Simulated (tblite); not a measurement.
Calculated harmonic vibrations of the isolated species, GFN2-xTB (tblite), most abundant isotopes, no scaling. This tight-binding method is rough: wavenumbers can miss measured ones by several per cent, in bad cases by 10 to 20. One conformer each. Open shells enter through the occupations alone, without spin polarisation, and single modes of such species can be off by tens of per cent. Thermal functions are those of the rigid rotor and harmonic oscillator, without mixing of conformers.

**Question.** Order these by their heat capacity Cp at 500 K, highest first (J/(mol K)).
A. `CCc1ccc(C)cp1`
B. `[CH2][C@H]1CCN1CC` [radical]
C. `ClC([C@H](C)COC)=O`
D. `F[C](F)[C@@H](F)C1CSC1` [radical]

**Answer.** A (241.9), B (216.1), C (211.4), D (208.3).

```
                SMILES  atoms  mass (u)  symmetry number  modes under 300 cm⁻¹  ZPE (kJ/mol)  S translation (J/(mol K))  S rotation  S vibration  S spin      S     Cp
         CCc1ccc(C)cp1     20    138.06                1                     7         432.2                      181.1       129.7        211.7     0.0  522.5  241.9
     [CH2][C@H]1CCN1CC     19     98.10                1                     6         434.8                      176.8       121.5        162.7     5.8  466.7  216.1
   COC[C@@H](C)C(=O)Cl     17    136.03                1                     8         350.4                      180.9       129.4        201.0     0.0  511.2  211.4
F[C](F)[C@@H](F)C1CSC1     15    155.01                1                     6         267.0                      182.5       128.6        168.9     5.8  485.8  208.3
```

Entropies and Cp are for 500 K and 1 bar.
